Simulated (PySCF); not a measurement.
IrH3, triplet: molecular constants

These are results of PySCF, UPBE0, basis Ir def2-TZVP with ECP60, H def2-TZVP (scalar-relativistic core potentials, no spin–orbit coupling, density fitting), not measurements.

The structure is a minimum.

Z-matrix (Å, degrees; charge 0 multiplicity 3):
```
Ir
H  1 1.5286
H  1 1.6235 2 79.07
H  1 1.6235 2 79.07 3 -145.51
```

```json
{"Point group": "Cs", "Bond lengths": "Ir–H 1.529 Å, Ir–H 1.624 Å (×2)", "Bond angles": "H–Ir–H 79.1° (×2), H–Ir–H 139.3°", "Principal quadrupole moments (Buckingham, traceless) about the centre of mass": "-5.10, 2.01, 3.09 D Å", "Spin squared ⟨S²⟩": "2.005", "Highest occupied level (α)": "-6.21 eV", "Enthalpy at 298.15 K above 0 K": "11.19 kJ/mol", "Entropy at 298.15 K and 1 bar (electronic part: spin only)": "257.7 J/(mol K)", "Heat capacity Cp at 298.15 K": "45.5 J/(mol K)", "Rotational constants": "5.68, 3.319, 2.331 cm⁻¹", "Dipole moment": "1.43 D", "Rotational symmetry number": "1", "Principal polarisabilities": "31.2, 34.6, 50.7 bohr³", "Lowest empty level (β)": "-3.71 eV", "Atomisation energy without zero-point energy": "836 kJ/mol", "Zero-point energy": "50.5 kJ/mol"}
```

Harmonic modes (masses in u: Ir 192.963, H 1.008):
| symmetry | ω (cm⁻¹) | IR (km/mol) | μ (u) |
| --- | --- | --- | --- |
| a' | 434 | 4.7 | 1.01 |
| a'' | 628 | 65.5 | 1.01 |
| a' | 870 | 4.3 | 1.02 |
| a'' | 1907 | 134 | 1.02 |
| a' | 2136 | 20.9 | 1.01 |
| a' | 2460 | 2.3 | 1.01 |

Charges (e):
```tsv
atom	Mulliken	Löwdin	polar tensor	spin (Mulliken)	Mayer order to Ir1
Ir1	0.09	0.14	0.31	1.66	–
H2	0.08	0.03	-0.01	-0.05	0.97
H3,4	-0.08	-0.09	-0.15	0.19	0.90
```

Mulliken populations on Ir1 (electrons outside its core potential): s 2.82, p 6.31, d 7.77, f 0.01.

Outer orbital energies (eV). α occupied: -11.88, -11.03, -10.13, -8.73, -8.30, -8.23, -6.21; empty: -2.17, -1.12, 2.03, 2.59. β occupied: -11.18, -10.57, -9.01, -7.62, -7.59; empty: -3.71, -2.91, -1.80, -0.29.

Formally Ir is in oxidation state +3, d6, with 2 unpaired electrons (the high-spin count would be 4). The Mulliken spin on Ir is 1.66. The polar-tensor charge on Ir, 0.31, is far below the formal one.

This need not be the most stable arrangement of these atoms. Open d and f shells are described by one determinant, and the ground state may have another occupation or spin. At this level a singlet minimum of C3v symmetry lies 146 kJ/mol below this structure. No spin–orbit coupling is included, which matters more the heavier the element.

The final relaxation and frequency run took of the order of 60 core-seconds on a shared host.
